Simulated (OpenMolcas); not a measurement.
## Levels of Sc+ by method

```json
{"Program": "OpenMolcas", "Basis": "ANO-RCC-VDZP [5s4p2d1f]", "Scalar Hamiltonian": "DKH2, point nucleus", "Active space": "2 electrons in 9 orbitals (RAS2 3d 4s; RAS3 4p, at most 2 electrons)", "State averaging": "2S+1 = 3 even, 15 roots; 2S+1 = 1 even, 21 roots kept (CI in the orbitals of an earlier block); 2S+1 = 3 odd, 18 roots; 2S+1 = 1 odd, 15 roots kept (CI in the orbitals of an earlier block)", "Spin-orbit coupling": "RASSI with atomic mean-field integrals over the reference wave functions, term energies averaged over their components"}
```

Methods on the same reference wave functions:
A. RASSCF
B. SS-RASPT2, IPEA 0.25 Eh, imaginary shift 0.1 Eh (closed shells correlated: 3s 3p)
C. MS-RASPT2, IPEA 0.25 Eh, imaginary shift 0.1 Eh (closed shells correlated: 3s 3p)

Energies in cm-1 above 3d 4s 3D1, the measured ground level; measured values from NIST Handbook of Basic Atomic Spectroscopic Data.

```json
{"Level": "3d 4s 3D1", "A": "0.0", "B": "0.0", "C": "0.0", "Measured": "0.0"}
{"Level": "3d 4s 3D2", "A": "61.4", "B": "60.9", "C": "60.7", "Measured": "67.7"}
{"Level": "3d 4s 3D3", "A": "157", "B": "157", "C": "157", "Measured": "178"}
{"Level": "3d 4s 1D2", "A": "3610", "B": "2650", "C": "2570", "Measured": "2541"}
{"Level": "3d2 3F2", "A": "5231", "B": "5630", "C": "5630", "Measured": "4803"}
{"Level": "3d2 3F3", "A": "5325", "B": "5730", "C": "5730", "Measured": "4884"}
{"Level": "3d2 3F4", "A": "5451", "B": "5850", "C": "5850", "Measured": "4988"}
{"Level": "3d2 1D2", "A": "14233", "B": "11940", "C": "12020", "Measured": "10945"}
{"Level": "3d2 3P0", "A": "14710", "B": "13290", "C": "13290", "Measured": "12074"}
{"Level": "3d2 3P1", "A": "14746", "B": "13320", "C": "13320", "Measured": "12102"}
{"Level": "3d2 3P2", "A": "14825", "B": "13390", "C": "13390", "Measured": "12154"}
{"Level": "4s2 1S0", "A": "14901", "B": "11380", "C": "11240", "Measured": "11736"}
{"Level": "3d2 1G4", "A": "17848", "B": "16190", "C": "16190", "Measured": "14261"}
{"Level": "3d 4p 1D* 2", "A": "22059", "B": "25290", "C": "25290", "Measured": "26081"}
{"Level": "3d 4p 3F* 2", "A": "23559", "B": "26610", "C": "26610", "Measured": "27444"}
{"Level": "3d 4p 3F* 3", "A": "23701", "B": "26750", "C": "26750", "Measured": "27602"}
{"Level": "3d 4p 3F* 4", "A": "23903", "B": "26950", "C": "26950", "Measured": "27841"}
{"Level": "3d 4p 3D* 1", "A": "24484", "B": "27920", "C": "27920", "Measured": "27918"}
{"Level": "3d 4p 3D* 2", "A": "24578", "B": "28010", "C": "28010", "Measured": "28021"}
{"Level": "3d 4p 3D* 3", "A": "24708", "B": "28140", "C": "28140", "Measured": "28161"}
{"Level": "3d 4p 3P* 0", "A": "26157", "B": "29090", "C": "29080", "Measured": "29736"}
{"Level": "3d 4p 3P* 1", "A": "26173", "B": "29110", "C": "29100", "Measured": "29742"}
{"Level": "3d 4p 3P* 2", "A": "26237", "B": "29180", "C": "29170", "Measured": "29824"}
{"Level": "3d 4p 1P* 1", "A": "27792", "B": "30330", "C": "30320", "Measured": "30816"}
```

Deviations, from unrounded energies. A percentage is the sum of absolute deviations over the sum of measured energies, with the sign that they share, or ± where signs differ.

```tsv
Against measurement	Levels	A	B	C
mean absolute deviation (cm-1)	23	2600	670	680
fine structure of the ground term (%)	2	-10.9	-11.1	-11.2
other terms of the ground configuration (%)	1	+42.1	+4.2	+1.3
other configurations (%)	20	±14.7	±3.8	±3.9
```

B, C lie about equally close to measurement and A furthest from it. The largest miss of B in the table is 3d2 1G4, by +1900 cm-1. The ranking rests on the paired levels alone, and a cruder setting can come out closer through cancelling errors.

Between B and C the level of the table that moves most is 4s2 1S0, by 140 cm-1 (lowest in C, highest in B). Moves below CASPT2's spread within the term are not significant.

The two smallest mean deviations differ by little beside CASPT2's spread within terms, so their order carries little weight.

The lowest spin-free term lies below A's lowest term by 0.241 hartree in B, 0.241 hartree in C.

CASPT2 does not keep the components of a term degenerate, so their means are used; among the terms shown or strongly mixed into the levels shown the widest spread is 660 cm-1 (3d2 1G, C). Terms from blocks run as CI alone lack orbitals of their own. A single d shell beside an s shell can misplace configurations of different d count against each other. Without dynamic correlation excited terms often stand tens of per cent too high (terms of higher spin than the ground term too low), and those without a measured partner can miss by more than the paired ones (holds for A). Measured partners are found by configuration, term and J. A level has none where our copy of the source lacks it or the pairing is in doubt (some pairs that miss far off the trend of their configuration count as doubtful), and it then counts in no deviation. Levels of configurations outside the active space are missing. Levels that lie high or do not pair safely by name in every column are left out.

* marks odd parity.
